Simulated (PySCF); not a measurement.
SrN⁺ at PBE0

Level: PBE0. Sr def2-SVP with ECP28, N def2-SVP; scalar-relativistic core potentials (PySCF 2.14).

| Property | Result |
| --- | --- |
| state | ³Π (triplet), unpaired electrons σ ↑, π ↑, a second solution, started from another occupation |
| bond length | 2.177 Å |
| harmonic wavenumber | 561 cm⁻¹ |
| force constant | 2.24 mdyn/Å |
| rotational constant Be | 0.2945 cm⁻¹ |
| anharmonicity ωexe | 2.20 cm⁻¹ |
| vibration–rotation constant αe | 0.00161 cm⁻¹ |
| energy of the minimum from ground-state Sr⁺ + N | -1.27 eV |
| bond order (Mayer) | 1.23 |
| dipole moment (positive dipole points towards N; it is taken about the centre of mass and depends on that origin) | -6.53 D |

Spin–orbit coupling is left out. For an ion De counts to the pair picked by the measured ionisation energies or electron affinities, which need not be the lowest pair at this level.
